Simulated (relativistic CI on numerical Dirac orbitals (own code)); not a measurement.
Computed by Dirac-Coulomb-Breit CI, orbitals from a KLI potential per configuration, QED by a radiative potential, unscaled Slater integrals (own radial code, finite nucleus).

The strongest absorption lines from the ground level of an ion, among the configurations computed and to levels below about 271 eV (vacuum wavelength in Å, gf): 57.109 (0.47), 57.346 (0.48), 57.695 (0.68), 57.743 (1.5), 58.514 (0.42), 67.613 (23), 68.143 (11), 68.292 (17).

(1) Which ion is it?
A. Ho22+
B. Eu18+
C. Pr14+
D. Pm16+

Answers

(1) B. Eu18+ has 45 electrons and the ground level 4s2 4p6 4d9 2D_5/2; the strongest line goes to 4s2 4p6 4d8 4f 2F°_7/2. The pattern of lines fixes the number of electrons, and along that sequence the line energies rise steadily with the charge (about as its square where n changes within one kind of shell, about linearly where n is kept but much faster in heavy ions where fine structure, which grows about as Z⁴, sets the gap, and irregularly where shells cross), which fixes Z. Configurations outside the model, such as inner-shell arrays, can give stronger lines. At this charge energies of transitions that change n are usually good to better than 1 %, and those within a shell (Δn = 0) to a few per cent.

LS names give the leading component of a level, which can be under half, so a name can repeat, a term be missing and a line seem to break the LS rules.
